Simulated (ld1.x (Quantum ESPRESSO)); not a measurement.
# gold (Au), TM: configuration errors across variants

* Element: Au (Z = 79)
* Generator: ld1.x (Quantum ESPRESSO) 7.5
* Type: norm-conserving Troullier–Martins (Kleinman–Bylander form)
* Functional: PBE
* Relativity: scalar-relativistic
* Frozen core: [Xe] 4f14
* Valence charge: 11
* Reference configuration: 5d10 6s0 6p1
* Partial waves: 6s (bound, empty): rc 2.40 bohr; 6p (bound): rc 3.80 bohr; 5d (bound): rc 2.05 bohr
* Local potential: all-electron potential smoothed inside 2.75 bohr (lloc = -1)
* Core correction: Bessel-smoothed model core inside 2.00 bohr

All-electron excitation energies from the reference (eV): (1) 5d10 6s1 6p0 -5.248; (2) 5d10 6s0 6p0 4.160; (3) 5d9 6s0 6p0 25.368; (4) 5d9 6s1 6p0 6.875; (5) 5d7 6s0 6p0 106.957; (6) 5d9 6s2 6p0 -3.555; (7) 5d9 6s1 6p1 2.248.

A true bound ghost makes a file unfit for plane-wave use even where its test errors are small: the radial tests pick states by their node count and pass the ghost by. Where a test does run into it, the solver fails or the error is huge.

Errors AE − PS in meV (a dash: test not solved or not reliable):

| change | (1) | (2) | (3) | (4) | (5) | (6) | (7) | bound ghosts |
| --- | --- | --- | --- | --- | --- | --- | --- | --- |
| base | +1.6 | -6.6 | -69 | -51 | -896 | -72 | -62 | none |
| all radii but the core radius scaled by about 0.84 (s 2.02, p 3.20, d 1.72 bohr); local potential all-electron potential smoothed inside 2.32 bohr (lloc = -1) | -1.0 | -5.6 | -35 | -20 | -656 | -55 | -47 | none |
| all radii but the core radius scaled by about 0.95 (s 2.28, p 3.60, d 1.94 bohr); local potential all-electron potential smoothed inside 2.60 bohr (lloc = -1) | +0.2 | -6.1 | -57 | -47 | -817 | -75 | -62 | none |
| all radii but the core radius scaled by about 1.11 (s 2.66, p 4.22, d 2.28 bohr); local potential all-electron potential smoothed inside 3.06 bohr (lloc = -1) | +4.9 | -8.1 | -106 | -53 | -1085 | -47 | -51 | none |
| all radii but the core radius scaled by about 1.22 (s 2.92, p 4.62, d 2.50 bohr); local potential all-electron potential smoothed inside 3.34 bohr (lloc = -1) | +6.5 | -10 | -137 | -38 | -1187 | +0.8 | -22 | none |
| all radii but the core radius scaled by about 1.30 (s 3.12, p 4.94, d 2.66 bohr); local potential all-electron potential smoothed inside 3.56 bohr (lloc = -1) | +5.2 | -12 | -163 | -26 | -1204 | +38 | +1.5 | none |
| all radii but the core radius scaled by about 1.38 (s 3.30, p 5.24, d 2.82 bohr); local potential all-electron potential smoothed inside 3.80 bohr (lloc = -1) | -0.8 | -13 | -176 | +4.1 | -1151 | +88 | +38 | none |

(1) Give the same row for: all radii but the core radius scaled by about 0.78 (s 1.86, p 2.96, d 1.60 bohr); local potential all-electron potential smoothed inside 2.14 bohr (lloc = -1).

## Answers

(1) –, -5.6, -27, –, -588, –, –; bound ghosts: s. Not counted: 5d10 6s1 6p0 (solver errors, printed error -912 eV); 5d9 6s2 6p0 (solver errors, printed error -812 eV); 2 more.
